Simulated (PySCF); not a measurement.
Compound: C₆H₈FN.
Z-matrix (Å and degrees, PBE0-D3(BJ)/def2-SVP geometry), rows numbered from 1:
```
N 
C   1  1.2690
C   2  1.4743  1  121.69
C   3  1.5201  2  119.92  1  -147.31
F   4  1.3537  3  117.46  2   141.69
C   4  1.4568  3   60.34  2  -108.96
C   6  1.4752  3  136.44  4   129.81
C   6  1.4799  3  137.98  4  -132.36
H   1  1.0238  2  110.24  3  -179.91
H   2  1.1099  1  123.53  3   179.30
H   3  1.0949  2  114.95  1    -3.00
H   4  1.0970  3  118.77  6   110.48
H   7  1.0937  6  118.06  8  -107.57
H   7  1.0939  6  117.40  8   108.06
H   8  1.0941  6  118.32  7  -107.64
H   8  1.0942  6  117.78  7   107.17
```

Linear response at PBE0/def2-SVPD (PySCF, frozen core in the response, non-relativistic).

Static isotropic polarisability: 77.49 au (11.48 Å³), principal values 66.7, 70.6, 95.2 au.

Task: What is the polarisability at 1064 nm and at the sodium D line?

Result: 78.15 au at 1064 nm (+0.8 %), 79.72 au at 589.3 nm (+2.9 %). The rise at 589.3 nm is 3.38 times that at 1064 nm; a pure ω² law gives 3.26. The lowest singlet lies at 232 nm, shorter than both wavelengths.

Task: What is the isotropic C6 coefficient between two such molecules, C6 = (3/π)∫α(iω)² dω?

Result: 2555 au (Eh·bohr⁶) by a ten-point quadrature over imaginary frequencies, which is 1530 eV·Å⁶ or 147 J·nm⁶/mol.

Task: Which effective excitation energy ω̄ makes London's formula C6 = (3/4)α²ω̄ exact here?

Result: ω̄ = 4·C6/(3α²) = 0.567 Eh = 15.4 eV. A one-pole form α(ω) = α/(1 − ω²/ω̄²) fitted to the 1064 nm value gives 12.7 eV.

Task: What n − 1 at the D line would an ideal gas of it have at 273.15 K and 1 atm (2.6868 × 10¹⁹ cm⁻³), by n − 1 = 2π·N·α′?

Result: 19.94 × 10⁻⁴, a formal value whether or not that pressure can be reached.

Task: The lowest 6 singlets have (eV, f): 5.34, 0.002; 6.63, 0.174; 6.98, 0.057; 7.19, 0.043; 7.35, 0.050; 7.46, 0.006. What share of the static polarisability do they carry in the sum over states α = Σ f/ω²?

Result: 5.23 au, 6.8 % of α; the largest term, 2.93 au, is that of the state at 6.63 eV. Their oscillator strengths add up to 0.33. Higher states carry the rest.

Task: How many electrons N does the Slater–Kirkwood formula C6 = (3/4)·√N·α^(3/2) need to give this C6?

Result: N = (4·C6/3)²/α³ = 24.9; the species has 60 electrons in all.

Task: What molar refraction at the D line follows from R = (4π/3)·N_A·α′, with α′ the polarisability volume?

Result: α′ = 11.81 Å³ gives R = 29.80 cm³/mol, for isolated, non-vibrating species.

One conformer stands for the species.
